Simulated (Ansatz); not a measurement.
H4AlNSi, SMILES `N[Si][AlH2]` (excited triplet) (charge 0, multiplicity 3). This triplet is an excited state, 0.79 eV above the relaxed singlet at the level frozen-core CCSD(T)/cc-pVTZ // PBE0-D3(BJ)/def2-TZVP (Ansatz, a quantum-chemistry and plane-wave program).

Z-matrix (Å, degrees):
```
Si
N 1 1.7098
H 2 1.0062 1 123.40
H 2 1.0078 3 112.79 1 179.67
Al 1 2.3770 2 123.69 3 -178.31
H 5 1.5815 1 115.60 2 -179.75
H 5 1.5892 6 126.02 1 -179.24
```
Charge 0, spin multiplicity 3.

Frozen-core energies in 6-31g from Ansatz at a geometry from PBE0-D3(BJ)/def2-TZVP; the HF reference has <S^2> = 2.01 and the T1 diagnostic is 0.028.

```
level  energy (Ha)
-----  -----------
HF      -587.47818
MP2     -587.65594
CCSD    -587.68710
```

**Question.** Estimate the energies of CCSD(T), CCSDT and CCSDT(Q), and give each level's difference from CCSDT(Q).

**Answer.** 
```
level     energy (Ha)  difference from CCSDT(Q) (mHa)
--------  -----------  ------------------------------
MP2        -587.65594                           37.26
CCSD       -587.68710                            6.10
CCSD(T)    -587.69164                            1.56
CCSDT      -587.69265                            0.55
CCSDT(Q)   -587.69320                            0.00
```
